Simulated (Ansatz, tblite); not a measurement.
Removing and adding an electron: `Sc1ccc(-c2ccc(-c3ccc(-c4ccc(-c5ccc(-c6ccc(S)cc6)cc5)cc4)cc3)cc2)cc1`. Charge 0, multiplicity 1. Geometry: PBE-D4/def2-SVP. Ansatz, gas phase; energy differences of separate SCF runs; the oxidised species was run as a doublet alone; the reduced species was run as a doublet alone.

The xTB rows come from tblite. Single mean-field runs in def2-SVP are fitted with def2-universal-jkfit. HOMO above LUMO, or a gap near zero within one spin, warns that the state may not be the lowest or that an electron is smeared out.

```
           level  −HOMO (eV)  vertical IE (eV)  −LUMO (eV)  vertical EA (eV)  HOMO–LUMO gap (eV)  IE − EA (eV)                                                                   remarks
        GFN1-xTB       10.73             11.96        8.31              6.96                2.42          5.00                                                                         –
        GFN2-xTB        9.91             11.09        7.41              6.11                2.49          4.98                                                                         –
 PBE-D4/def2-SVP        4.94              6.17        2.39              1.15                2.56          5.02  HOMO above zero (-1 doublet), gap within one spin near zero (+1 doublet)
PBE0-D4/def2-SVP        5.80              6.69        1.74              0.88                4.06          5.81                                              HOMO above zero (-1 doublet)
```

   A HOMO above zero means that the electron is unbound at that level or that self-interaction error raises the level; the energy of removing that electron tells which. Raw xTB energy differences between charge states are shifted by several eV; the methods need an empirical correction for them. Sets without diffuse functions give affinities that are too small.
